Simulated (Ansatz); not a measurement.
One change: `[NH2][Nb](=[O])([OH])[OH]` becomes `[O]=[Nb]([OH])([OH])[F]`.

Ansatz, PBE0-D4/def2-TZVP geometries, multiplicity 1. Each molecule was computed in one conformer, which needn't be the lowest.

Elements past krypton have def2 core potentials.

```csv
property,`[NH2][Nb](=[O])([OH])[OH]`
HOMO energy (B3LYP/def2-TZVPP) / eV,-7.82
HOMO–LUMO gap (PBE/def2-TZVPP) / eV,5.02
HOMO–LUMO gap (B3LYP/def2-TZVPP) / eV,6.80
HOMO–LUMO gap (PBE0/def2-TZVPP) / eV,7.31
LUMO energy (ωB97M-V/def2-TZVPP) / eV,0.44
HOMO energy (PBE0/def2-TZVPP) / eV,-8.06
```

**Question.** Give the same properties after the change, and the shifts. (An estimate is asked.)

**Answer.** Ansatz gave: 
```
                             property  `[O]=[Nb]([OH])([OH])[F]`  shift
  HOMO energy (B3LYP/def2-TZVPP) / eV                      -9.53  -1.71
  HOMO–LUMO gap (PBE/def2-TZVPP) / eV                       6.05   1.03
HOMO–LUMO gap (B3LYP/def2-TZVPP) / eV                       8.06   1.26
 HOMO–LUMO gap (PBE0/def2-TZVPP) / eV                       8.61   1.30
LUMO energy (ωB97M-V/def2-TZVPP) / eV                       0.58   0.14
   HOMO energy (PBE0/def2-TZVPP) / eV                      -9.79  -1.73
```

With PBE0 the HOMO falls by 1.73 eV and the LUMO falls by 0.44 eV, so the gap widens by about 1.29 eV. PBE moves the HOMO by -1.46 eV and ωB97M-V by -1.81 eV.

B3LYP here is the variant with VWN-RPA as its local correlation; programs differ in this.
